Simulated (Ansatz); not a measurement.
CH₅AlBF (`C[B](F)[AlH2]`). Charge 0, multiplicity 1. All single points use the PBE0-D4/def2-TZVP geometry.

```xyz
9

C     1.219    0.554   -0.602
B    -0.112    0.606    0.216
F    -0.444    1.784    0.760
Al   -1.450   -1.060    0.581
H     1.951   -0.036   -0.035
H     1.094    0.025   -1.553
H     1.652    1.540   -0.792
H    -2.667   -1.376   -0.399
H    -1.243   -2.037    1.824
```

**Question.** What is the dipole moment at ωB97M-V/def2-TZVPP? (Estimate.)

**Answer.** Ansatz gave: 1.24 D, with components (1.02, -0.25, -0.65) D in this frame, pointing from negative to positive charge.

**Question.** And with PBE, r2SCAN, B3LYP? (Best estimate.)

**Answer.** The calculation gave: PBE 1.26 D, r2SCAN 1.28 D, B3LYP 1.25 D.

**Question.** Give the Mulliken charges with ωB97M-V, PBE, r2SCAN in def2-TZVPP. (Best estimate.)

**Answer.** Computed: 
| atom | ωB97M-V | PBE | r2SCAN |
| --- | --- | --- | --- |
| C1 | -0.35 | -0.33 | -0.25 |
| B2 | 0.20 | 0.26 | 0.27 |
| F3 | -0.22 | -0.19 | -0.24 |
| Al4 | 0.25 | 0.16 | 0.33 |
| H5 | 0.12 | 0.11 | 0.08 |
| H6 | 0.12 | 0.11 | 0.07 |
| H7 | 0.12 | 0.10 | 0.07 |
| H8 | -0.11 | -0.11 | -0.16 |
| H9 | -0.12 | -0.11 | -0.16 |

B3LYP here is the variant with VWN-RPA as its local correlation; programs differ in this.
